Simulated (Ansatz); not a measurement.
Consider the formal exchange of groups at a C–C bond: `NCCC=O` + `CN(C)C` → `CN(C)CCCN` + `C=O`.

Computed with Ansatz on PBE0-D4/def2-TZVP structures; ΔE is electronic, products minus reactants. CCSD(T)/CBS adds triple-zeta CCSD(T) − MP2 to the extrapolated MP2 energy (def2 sets, frozen cores). This one scheme is used for every species. Each species was taken in one conformer, which may not be the lowest.

```
         level  ΔE (eV)
 HF/def2-TZVPP     0.45
MP2/def2-TZVPP     0.22
```

(1) What does CCSD(T)/CBS give? (Estimate.)

Largest T1 diagnostic among the species: 0.015.

Results:

(1) Computed: +0.25 eV. The listed levels differ from it by 0.20, -0.03 eV.

The D4 term adds −0.13 eV with B3LYP and −0.08 eV with PBE0; it sums over pairs of atoms, weighted by their polarisabilities, and B3LYP, whose exchange is more repulsive, gets the larger term. In def2-TZVPP, CCSD(T) changes the Hartree–Fock value by −0.23 eV (the triples alone add −0.03 eV) and MP2 by −0.23 eV.

B3LYP here is the variant with VWN-RPA as its local correlation; programs differ in this.
